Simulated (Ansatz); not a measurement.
Abridged output of a molecular run in Ansatz:

```
Functional definition: HF
1390 factors; integrals over basis functions are off by at most 1.1e-3 eV
mean field evaluation 1: about -82316.1366 eV, gradient 3.8e1 eV
mean field evaluation 2: about -82316.4078 eV, gradient 3.8e1 eV
mean field evaluation 4: about -82319.8376 eV, gradient 3.5e0 eV
mean field evaluation 8: about -82319.9104 eV, gradient 3.4e-1 eV
mean field evaluation 16: about -82319.9114 eV, gradient 2.1e-6 eV
mean field -82319.91135080 eV, -3025.2009437021 hartree, gradient 2.1e-6 eV, S^2 0.000000; 0 other end points of the search recorded, 0 dependent functions left out
17 core orbitals not correlated: weight in the atoms' cores, before any rotation towards them, 1.000 or more for the frozen orbitals, at most 0.000 for the correlated occupied ones
reference -82319.91135080 eV, -3025.2009437021 hartree; 19, 19 occupied and 189, 189 virtual orbitals, 1390 factors
second order -24.64903479 eV of doubles, -0.00000000 eV of singles
cycle   1  -24.70984488 eV  change   -6.1e-2 eV  update   1.1e-1
cycle   2  -25.26945231 eV  change   -5.6e-1 eV  update   3.2e-2
cycle   3  -25.38763991 eV  change   -1.2e-1 eV  update   1.7e-2
cycle   4  -25.37082638 eV  change    1.7e-2 eV  update   5.1e-3
cycle   5  -25.36839969 eV  change    2.4e-3 eV  update   2.6e-3
cycle   6  -25.37002152 eV  change   -1.6e-3 eV  update   1.1e-3
cycle   7  -25.36941699 eV  change    6.0e-4 eV  update   4.5e-4
cycle   8  -25.36937293 eV  change    4.4e-5 eV  update   1.5e-4
cycle   9  -25.36948328 eV  change   -1.1e-4 eV  update   6.7e-5
cycle  10  -25.36946555 eV  change    1.8e-5 eV  update   2.9e-5
perturbative correction -1.02056655 eV, -0.0375051289 hartree
Total energy: -82346.30138291 eV, -3026.1707594941 hartree
```

Its atoms:

Z-matrix (Å, degrees):
```
Si
Br 1 2.199
B 1 1.878 2 127.0
F 1 1.592 2 105.2 3 176.9
C 1 2.013 2 124.8 3 56.1
H 3 1.185 1 138.2 2 -27.9
H 5 1.089 1 146.6 2 0.8
H 5 1.099 1 81.1 2 113.6
```

Task: Which basis set was used?
A. cc-pV(Q+d)Z
B. cc-pV(D+d)Z
C. def2-TZVPP
D. def2-QZVPP

Result: C. It gives 225 functions.

Task: Write the keys of the input that set method, charge and spin (a neutral closed shell needs none for the last two).

Result: 
```yaml
correlation: {method: ccsd_t}
```
